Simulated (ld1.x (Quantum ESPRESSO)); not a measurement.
# Before and after: TM potential for Si

silicon, norm-conserving Troullier–Martins (Kleinman–Bylander form), made with ld1.x (Quantum ESPRESSO) 7.5 (PBEsol, scalar-relativistic). Core [Ne], reference 3s2 3p2. Waves: 3p (bound): rc 1.50 bohr; 3d channel at 0.15 Ry: rc 1.45 bohr; 3s (bound): rc 1.25 bohr. Local part: the s channel. Core correction: Bessel-smoothed model core inside 1.20 bohr.

Change: reference 3s1 3p3.

Cutoffs: the cutoffs (Ry, on a coarse ladder) from which the occupation-weighted sum of valence levels, in a spherical-Bessel basis at the reference potential, stays within 10 and 1 mRy of its value at 400 Ry; they do not see the model core or the augmentation charge, which bear on the density cutoff. Errors are all-electron minus pseudo energies relative to the spin-unpolarised reference configuration.

**Question.** What does the change do?

**Answer.** The potential gets softer (50 Ry and 110 Ry → 45 Ry and 90 Ry); neither file shows a bound ghost.

| quantity | base | changed |
| --- | --- | --- |
| cutoff, loose | 50 Ry | 45 Ry |
| cutoff, tight | 110 Ry | 90 Ry |
| bound ghosts | none | none |
| largest error over its own tests, meV | +62 | +60 |
| s: phases at 1.66 bohr within 0.05 rad from the reference energy up to (Ry; the scan ends near 5) | 0.9 | 0.9 |
| p: phases at 1.66 bohr within 0.05 rad from the reference energy up to (Ry; the scan ends near 5) | 0.7 | 0.7 |
| d: phases at 1.66 bohr within 0.05 rad from the reference energy up to (Ry; the scan ends near 5) | to the end of the scan | to the end of the scan |
